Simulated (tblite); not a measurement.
A geometry optimisation, step by step.

Compound: C4H9BrF2Si.
Bonds: F1–C2, C2–F3, C2–Br4, C2–C5, C5–C6, C6–C7, C7–Si8. Hydrogens: H9, H10 on C5; H11, H12 on C6; H13, H14 on C7; H15, H16, H17 on Si8.

Computed with GFN2-xTB (tblite), gas phase: L-BFGS steps from a force-field or distance-geometry start until the largest atomic force falls under 0.01 eV/Å. 6 of its 37 geometries are shown.

Step 0: E = -773.7094 eV, largest atomic force 1.353 eV/Å
```
atom  x, y, z in Å  |  force x, y, z in eV/Å
F1      2.498    1.573   -0.503    0.182  -0.262  -0.226
C2      2.505    0.225   -0.476   -0.859  -0.155   0.539
F3      2.330   -0.217   -1.733    0.212   0.243   0.088
Br4     4.235   -0.383    0.175    0.305   0.016  -0.068
C5      1.398   -0.297    0.441   -0.348  -0.046  -0.180
C6      0.015    0.168   -0.053   -0.021   0.042   0.019
C7     -1.095   -0.351    0.858    0.645  -0.333   0.404
Si8    -2.828    0.150    0.378   -1.211   0.474  -0.372
H9      1.421   -1.395    0.458    0.140   0.205  -0.076
H10     1.549    0.061    1.464    0.177   0.043  -0.140
H11    -0.010    1.264   -0.082    0.003  -0.126   0.058
H12    -0.147   -0.184   -1.077    0.023  -0.036   0.080
H13    -1.058   -1.448    0.900    0.138   0.163  -0.037
H14    -0.912   -0.007    1.883    0.099  -0.045  -0.111
H15    -2.956    1.634    0.383    0.079  -0.418   0.004
H16    -3.143   -0.359   -0.976    0.096   0.097   0.242
H17    -3.809   -0.422    1.338    0.338   0.139  -0.225
```

Step 7: E = -773.7838 eV, largest atomic force 0.054 eV/Å
```
atom  x, y, z in Å  |  force x, y, z in eV/Å
F1      2.508    1.558   -0.513    0.006  -0.005   0.014
C2      2.475    0.218   -0.457   -0.019   0.006  -0.009
F3      2.343   -0.204   -1.724    0.009  -0.010   0.002
Br4     4.254   -0.380    0.169    0.003   0.005  -0.005
C5      1.375   -0.298    0.441    0.028   0.006  -0.014
C6     -0.002    0.167   -0.049    0.053  -0.001   0.002
C7     -1.099   -0.356    0.869    0.048  -0.007   0.003
Si8    -2.860    0.164    0.363   -0.039   0.019  -0.021
H9      1.430   -1.390    0.449   -0.011   0.021   0.000
H10     1.564    0.067    1.454   -0.004  -0.004  -0.019
H11    -0.016    1.259   -0.073   -0.044  -0.009   0.014
H12    -0.154   -0.191   -1.069   -0.047  -0.008   0.026
H13    -1.041   -1.445    0.898    0.000  -0.028   0.013
H14    -0.898   -0.010    1.884   -0.006  -0.003   0.031
H15    -2.953    1.624    0.381    0.007  -0.014  -0.017
H16    -3.141   -0.355   -0.977    0.006   0.020  -0.009
H17    -3.793   -0.415    1.330    0.011   0.011  -0.009
```

Step 14: E = -773.7855 eV, largest atomic force 0.025 eV/Å
```
atom  x, y, z in Å  |  force x, y, z in eV/Å
F1      2.511    1.558   -0.512   -0.002   0.015  -0.011
C2      2.477    0.218   -0.460   -0.001   0.008  -0.005
F3      2.348   -0.204   -1.726   -0.005   0.003  -0.013
Br4     4.258   -0.378    0.166   -0.009  -0.003   0.002
C5      1.377   -0.296    0.437   -0.001  -0.006   0.006
C6     -0.004    0.165   -0.043   -0.009  -0.004   0.001
C7     -1.097   -0.362    0.877    0.000  -0.008   0.014
Si8    -2.854    0.164    0.358   -0.016   0.006  -0.001
H9      1.429   -1.386    0.447    0.005  -0.018  -0.006
H10     1.567    0.069    1.449    0.004   0.012   0.013
H11    -0.032    1.257   -0.067    0.006   0.001   0.004
H12    -0.171   -0.196   -1.060    0.010  -0.001  -0.010
H13    -1.039   -1.452    0.906    0.001  -0.003   0.010
H14    -0.901   -0.015    1.893    0.000  -0.006   0.009
H15    -2.948    1.623    0.371    0.018   0.016  -0.005
H16    -3.137   -0.344   -0.984    0.015  -0.005  -0.014
H17    -3.789   -0.410    1.325   -0.016  -0.006   0.004
```

Step 22: E = -773.7862 eV, largest atomic force 0.025 eV/Å
```
atom  x, y, z in Å  |  force x, y, z in eV/Å
F1      2.508    1.562   -0.519   -0.008   0.010   0.005
C2      2.473    0.222   -0.465    0.003   0.001  -0.001
F3      2.344   -0.200   -1.731   -0.010  -0.008  -0.009
Br4     4.252   -0.377    0.164    0.006   0.004  -0.007
C5      1.377   -0.295    0.436   -0.006  -0.007   0.010
C6     -0.007    0.161   -0.037   -0.015   0.006  -0.005
C7     -1.099   -0.367    0.884    0.008  -0.008   0.011
Si8    -2.853    0.165    0.357    0.012   0.000  -0.001
H9      1.433   -1.385    0.445    0.006  -0.022   0.002
H10     1.570    0.070    1.447    0.009   0.006   0.022
H11    -0.036    1.252   -0.060   -0.001   0.016   0.003
H12    -0.173   -0.198   -1.055   -0.006  -0.009  -0.011
H13    -1.041   -1.457    0.917   -0.004  -0.002  -0.012
H14    -0.904   -0.022    1.901    0.002   0.011  -0.003
H15    -2.931    1.626    0.362    0.004  -0.006   0.008
H16    -3.122   -0.340   -0.990    0.004  -0.007   0.003
H17    -3.797   -0.406    1.318   -0.002   0.013  -0.016
```

Step 29: E = -773.7868 eV, largest atomic force 0.025 eV/Å
```
atom  x, y, z in Å  |  force x, y, z in eV/Å
F1      2.498    1.564   -0.521   -0.008   0.004   0.007
C2      2.467    0.225   -0.467    0.024  -0.005   0.004
F3      2.333   -0.198   -1.733   -0.007  -0.006  -0.006
Br4     4.251   -0.371    0.154    0.007   0.009  -0.013
C5      1.377   -0.297    0.439   -0.007   0.004  -0.006
C6     -0.008    0.158   -0.032   -0.018  -0.002   0.008
C7     -1.099   -0.372    0.891   -0.005  -0.002   0.002
Si8    -2.847    0.166    0.354    0.005   0.000   0.001
H9      1.439   -1.387    0.446   -0.007   0.002   0.008
H10     1.575    0.070    1.449   -0.005  -0.006   0.001
H11    -0.040    1.249   -0.053    0.010  -0.006  -0.001
H12    -0.178   -0.201   -1.049    0.011   0.000   0.009
H13    -1.043   -1.462    0.920    0.007   0.020   0.010
H14    -0.904   -0.023    1.908   -0.003  -0.019  -0.015
H15    -2.913    1.628    0.361   -0.003   0.004  -0.003
H16    -3.105   -0.342   -0.994    0.000   0.002  -0.005
H17    -3.809   -0.394    1.302   -0.002   0.001   0.001
```

Step 36: E = -773.7871 eV, largest atomic force 0.010 eV/Å
```
atom  x, y, z in Å  |  force x, y, z in eV/Å
F1      2.490    1.565   -0.520   -0.004  -0.003  -0.004
C2      2.464    0.225   -0.468    0.002  -0.002   0.005
F3      2.324   -0.198   -1.733   -0.004   0.005   0.004
Br4     4.254   -0.362    0.141   -0.001   0.002  -0.004
C5      1.378   -0.298    0.442    0.001  -0.002   0.002
C6     -0.009    0.156   -0.028    0.001  -0.006   0.005
C7     -1.099   -0.374    0.895    0.003  -0.001   0.002
Si8    -2.845    0.168    0.351    0.005  -0.002   0.002
H9      1.438   -1.389    0.449    0.003  -0.001  -0.001
H10     1.575    0.068    1.452    0.004   0.001  -0.001
H11    -0.039    1.247   -0.049    0.001  -0.009   0.000
H12    -0.177   -0.204   -1.045    0.003   0.004   0.005
H13    -1.042   -1.464    0.925   -0.004   0.001  -0.009
H14    -0.905   -0.028    1.912   -0.003   0.008  -0.002
H15    -2.905    1.629    0.359   -0.003   0.003  -0.007
H16    -3.095   -0.342   -0.998   -0.002   0.005  -0.004
H17    -3.816   -0.387    1.293    0.001  -0.004   0.005
```

**Question.** Summarise the path.

**Answer.** The energy falls by 0.0777 eV from step 0 to step 36; nine tenths of that is first reached at step 3. It falls at every step. The largest force goes from 1.353 to 0.010 eV/Å. Among the bonds C7–Si8 changes most, from 1.866 to 1.906 Å; the atoms move by 0.040 Å rms after alignment.

**Question.** Follow the three bonds and two angles with the largest change from start to end.

**Answer.** 
| step | E above end (eV) | largest force (eV/Å) | C7–Si8 (Å) | C2–Br4 (Å) | Si8–H15 (Å) | C6–C7–Si8 (°) | C2–C5–H10 (°) |
| --- | --- | --- | --- | --- | --- | --- | --- |
| 0 | 0.0777 | 1.353 | 1.866 | 1.945 | 1.489 | 115.5 | 110.4 |
| 2 | 0.0120 | 0.295 | 1.912 | 1.970 | 1.463 | 114.7 | 109.3 |
| 3 | 0.0076 | 0.214 | 1.912 | 1.976 | 1.460 | 114.7 | 108.9 |
| 5 | 0.0043 | 0.066 | 1.904 | 1.980 | 1.461 | 114.6 | 108.3 |
| 6 | 0.0038 | 0.064 | 1.903 | 1.979 | 1.463 | 114.5 | 108.2 |
| 8 | 0.0028 | 0.050 | 1.905 | 1.978 | 1.465 | 114.2 | 108.1 |
| 9 | 0.0025 | 0.035 | 1.907 | 1.979 | 1.465 | 114.2 | 108.1 |
| 11 | 0.0022 | 0.046 | 1.908 | 1.980 | 1.463 | 114.1 | 108.1 |
| 13 | 0.0018 | 0.034 | 1.906 | 1.980 | 1.462 | 113.8 | 108.1 |
| 14 | 0.0016 | 0.025 | 1.905 | 1.980 | 1.462 | 113.7 | 108.0 |
| 16 | 0.0014 | 0.027 | 1.905 | 1.980 | 1.463 | 113.5 | 108.0 |
| 17 | 0.0013 | 0.028 | 1.906 | 1.980 | 1.463 | 113.5 | 108.0 |
| 19 | 0.0011 | 0.019 | 1.907 | 1.981 | 1.464 | 113.4 | 108.0 |
| 20 | 0.0011 | 0.020 | 1.907 | 1.981 | 1.464 | 113.4 | 108.0 |
| 22 | 0.0009 | 0.025 | 1.907 | 1.980 | 1.464 | 113.3 | 108.0 |
| 23 | 0.0008 | 0.025 | 1.906 | 1.979 | 1.464 | 113.2 | 108.0 |
| 25 | 0.0006 | 0.021 | 1.906 | 1.979 | 1.463 | 113.1 | 107.9 |
| 27 | 0.0005 | 0.021 | 1.906 | 1.980 | 1.463 | 112.9 | 107.9 |
| 28 | 0.0004 | 0.020 | 1.906 | 1.981 | 1.463 | 112.9 | 108.0 |
| 30 | 0.0002 | 0.022 | 1.906 | 1.980 | 1.463 | 112.7 | 108.0 |
| 31 | 0.0002 | 0.018 | 1.906 | 1.980 | 1.464 | 112.7 | 108.0 |
| 33 | 0.0001 | 0.017 | 1.906 | 1.979 | 1.463 | 112.6 | 108.0 |
| 34 | 0.0000 | 0.016 | 1.906 | 1.979 | 1.463 | 112.6 | 108.1 |
| 36 | 0.0000 | 0.010 | 1.906 | 1.980 | 1.463 | 112.6 | 108.1 |

What follows is the cost of the whole relaxation. On Arm Neoverse N1, one thread, on a shared host, this took 0.44 s of wall time.
